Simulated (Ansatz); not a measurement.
Geometry optimisation, Ansatz 0.2.0, RKS PBE0/def2-SVP.

The input (input.yaml):

```yaml
crystal:
  periodic: [false, false, false]
  atoms:
    - { symbol: Sn, position_ang: [0.0, 0.0, 0.0] }
    - { symbol: H, position_ang: [0.0, 0.0, 2.09] }
    - { symbol: H, position_ang: [1.6408, 0.0, -0.5794] }
    - { symbol: H, position_ang: [-0.8195, 1.4198, -0.5794] }
    - { symbol: H, position_ang: [-0.8195, -1.4198, -0.5794] }
    - { symbol: P, position_ang: [-2.6192, 0.0, 0.8703] }
    - { symbol: H, position_ang: [-3.3856, -0.8853, 0.067] }
    - { symbol: H, position_ang: [-2.669, -0.4268, 2.2237] }
    - { symbol: H, position_ang: [-1.0285, 0.0, 2.1074] }
basis:
  gaussian: { orbitals: def2-SVP }
hamiltonian:
  xc: pbe0
relax:
  f_tol: 0.15
  max_steps: 25
  restrain:
    - { distance: [0, 5], at: 2.46, k: 30.0 }
    - { distance: [8, 1], at: 0.66, k: 30.0 }
    - { distance: [0, 1], at: 2.94, k: 30.0 }
    - { distance: [8, 5], at: 2.62, k: 30.0 }
```

Launched with:

```bash
$ ansatz run input.yaml --threads 1 --pin off --max-ram 2048MiB --backend cpu --events-out ev --progress --plain --runs-dir out
```

Question: Where does it end, and by what steps?

Answer: The forces met the threshold. The restraints hold the end off the free minimum. After 12 steps the energy has fallen by 4.596 eV (the restraints' own energy left out); H3 moved furthest, 1.22 Å. Joined: H2–H9 (1.03 → 0.72 Å).

```csv
step,energy less start (eV),largest force component (eV/Å),accepted
0,0.0000,2.084,yes
1,-1.1865,2.123,yes
2,-1.5591,4.009,yes
3,-2.4709,4.766,yes
4,-3.4074,2.735,yes
5,-3.8339,2.042,yes
6,-4.1233,0.868,yes
7,-4.2795,1.489,yes
8,-4.4121,1.493,yes
9,-4.4874,1.468,yes
10,-4.5763,0.660,yes
11,-4.5930,1.178,yes
12,-4.5963,1.407,yes
```

```xyz
9
Properties=species:S:1:pos:R:3
Sn -0.592 -0.069 -0.408
H 0.038 0.161 2.463
H 0.912 0.041 0.401
H -0.719 1.255 -1.493
H -0.622 -1.526 -1.317
P -2.469 0.085 1.199
H -3.442 -0.262 0.208
H -2.306 -1.264 1.643
H -0.500 0.269 2.926
```

The run took 52 s on 1 thread of Arm Neoverse V1 (shared host), peak memory 0.16 GiB.
